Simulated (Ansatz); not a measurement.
The same path of AlClF2H2 (6 atoms, charge 0, multiplicity 1) was run 3 times with different band settings. Lost on the way: Al1–H2, Cl5–H6. Made: Al1–Cl5, H2–H6.

These are results of RKS B3LYP-D4/def2-SVP in Ansatz 0.2.0, not measurements.

Relaxed end points:

```xyz
6
Properties=species:S:1:pos:R:3
Al 0.002 0.144 0.050
H -0.004 0.758 1.494
F 1.415 0.087 -0.828
F -1.419 0.009 -0.807
Cl 0.077 -2.357 0.903
H 0.077 -2.022 2.155
```

```xyz
6
Properties=species:S:1:pos:R:3
Al 0.024 -0.672 -0.179
H 0.005 0.264 1.866
F 1.421 0.148 -0.505
F -1.419 0.077 -0.479
Cl 0.080 -2.715 0.229
H 0.038 -0.483 2.036
```

Common settings: spring 5.0 eV/Å²; optimiser quadratic models (default); start path through a guess of the saddle point; force threshold 0.05 eV/Å; iteration limit 60; end points relaxed.

| run | movable images | climbing image |
| --- | --- | --- |
| 1 | 5 | yes |
| 2 | 3 | no |
| 3 | 8 | no |

Task: What does each run give, and how far can it be trusted?

Result: Run 1: converged after 18 iterations, highest image 0.305 eV above the first end. A vibrational analysis at the climbing image gives one clearly imaginary mode, 724i cm⁻¹: a first-order saddle point.
Run 2: converged after 9 iterations, highest image 0.295 eV above the first end. No image climbed, so the highest image needn't sit at the top of the path. So few images can step over the top or miss a turn of the path.
Run 3: converged after 13 iterations, highest image 0.292 eV above the first end. No image climbed, so the highest image needn't sit at the top of the path.
The orbitals stay closed-shell, which can raise the energy where a bond breaks towards radicals; this wasn't checked here.
